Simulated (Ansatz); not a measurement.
`C#[C][Ti]([F])([F])[F]` + H₂O → `[OH][Ti]([F])([F])[F]` + `C#C`  (formal hydrolysis of a Ti–C bond)

Gas-phase electronic energies from Ansatz, PBE0-D4/def2-TZVP geometries. CBS: MP2 limit from def2 TZ/QZ plus the TZ coupled-cluster correction, frozen cores. This one scheme is used for every species. DFT in def2-TZVPP. B3LYP here is the variant with VWN-RPA as its local correlation; programs differ in this. For Ti outer-core shells are correlated without core-valence functions, which leaves a few kJ/mol of doubt a bond. Scalar relativity is left out up to krypton. One conformer a species, not always the lowest.

`C#[C][Ti]([F])([F])[F]`:

```xyz
7

C     0.824   -1.828   -0.617
C     0.347   -0.771   -0.260
Ti   -0.441    0.978    0.330
F     0.858    2.059    0.741
F    -1.451    0.690    1.716
F    -1.381    1.630   -0.980
H     1.244   -2.758   -0.930
```

H₂O:

Z-matrix (Å, degrees):
```
O
H 1 0.960
H 1 0.960 2 105.1
```

`[OH][Ti]([F])([F])[F]`:

Z-matrix (Å, degrees):
```
Ti
F 1 1.749
F 1 1.750 2 110.1
O 1 1.762 2 109.1 3 120.6
F 1 1.750 2 110.1 3 -118.8
H 4 0.957 1 142.9 2 179.3
```

`C#C`:

```xyz
4

C     0.136    0.427    0.396
C    -0.136   -0.427   -0.396
H     0.379    1.187    1.102
H    -0.379   -1.187   -1.102
```

| level | ΔE (kJ/mol) | difference from CCSD(T)/CBS |
| --- | --- | --- |
| BLYP-D4 | -103.0 | -4.0 |
| B97M-V | -100.5 | -1.5 |
| PBE0-D4 | -100.7 | -1.7 |
| B3LYP-D4 | -104.7 | -5.7 |
| ωB97X-V | -109.9 | -10.9 |
| ωB97M-V | -106.3 | -7.3 |
| PBE-QIDH | -102.6 | -3.6 |
| r2SCAN | -104.7 | -5.7 |
| r2SCAN0 | -105.3 | -6.3 |
| RPA@PBE/def2-TZVPP | -93.6 | 5.4 |
| CCSD(T)/def2-SVP | -111.4 | -12.4 |
| HF/def2-TZVPP | -110.5 | -11.5 |
| SCS-MP2/def2-TZVPP | -100.7 | -1.7 |
| HF/def2-QZVPP | -110.5 | -11.5 |
| MP2/def2-QZVPP | -99.9 | -0.9 |
| CCSD/CBS(def2) | -102.0 | -3.0 |
| CCSD(T)/CBS | -99.0 | 0 |

Largest T1 diagnostic among the species: 0.023, so the coupled-cluster value is less sure than usual.

In def2-TZVPP, CCSD(T) changes the Hartree–Fock value by +11.4 kJ/mol (the triples alone add +3.0 kJ/mol) and MP2 by +10.5 kJ/mol. At CCSD(T), def2-SVP lies −12.4 kJ/mol from the extrapolated value and def2-TZVPP −0.2 kJ/mol. From BLYP to BHLYP (50 % exact exchange), in def2-TZVPP and without D4, ΔE moves by −4.3 kJ/mol.
